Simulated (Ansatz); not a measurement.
C$_{2}$H$_{6}$CdFN (`C[N](C)[Cd][F]`), one more setting.

```yaml
crystal:
  periodic: [false, false, false]
  atoms:
    - {symbol: C, position_ang: [-1.140348, -0.542278, 0.450319]}
    - {symbol: N, position_ang: [-0.066933, -0.022084, -0.362199]}
    - {symbol: C, position_ang: [1.198235, -0.623074, -0.014114]}
    - {symbol: Cd, position_ang: [-0.091286, 1.921837, -0.823020]}
    - {symbol: F, position_ang: [-0.150962, 3.755403, -1.442525]}
    - {symbol: H, position_ang: [-1.015286, -0.365918, 1.532163]}
    - {symbol: H, position_ang: [-1.209040, -1.631949, 0.313700]}
    - {symbol: H, position_ang: [-2.103349, -0.120492, 0.151117]}
    - {symbol: H, position_ang: [1.507574, -0.453066, 1.031131]}
    - {symbol: H, position_ang: [1.999837, -0.262271, -0.663766]}
    - {symbol: H, position_ang: [1.137057, -1.713008, -0.152207]}
basis:
  gaussian: {orbitals: STO-3G}
hamiltonian: {xc: {name: B97}}
accuracy: high
```

```sh
$ ansatz run in.yaml --threads 4 --pin off --events-out ev --progress --plain --max-ram 11315MiB
```

Shortened log:

```
Functional definition: B97
1096 factors; integrals over basis functions are off by at most 4.9e-9 eV
mean field evaluation 1: about -153595.2452 eV, gradient 3.4e1 eV
mean field evaluation 2: about -153567.0274 eV, gradient 1.2e2 eV
mean field evaluation 4: about -153599.4076 eV, gradient 1.0e1 eV
mean field evaluation 8: about -153599.7363 eV, gradient 9.3e-2 eV
mean field evaluation 16: about -153599.7363 eV, gradient 3.9e-6 eV
mean field -153599.73632627 eV, -5644.6861963498 hartree, gradient 2.1e-8 eV, S^2 0.000000; 0 other end points of the search recorded, 0 dependent functions left out
reference -153599.73632781 eV, -5644.6861964063 hartree; 41, 41 occupied and 12, 12 virtual orbitals, 1096 factors
Total energy: -153599.73632781 eV, -5644.6861964063 hartree
```

Run time 5 s (4 threads of an Intel Xeon Platinum 8488C on a shared host); peak host memory 0.51 GiB.
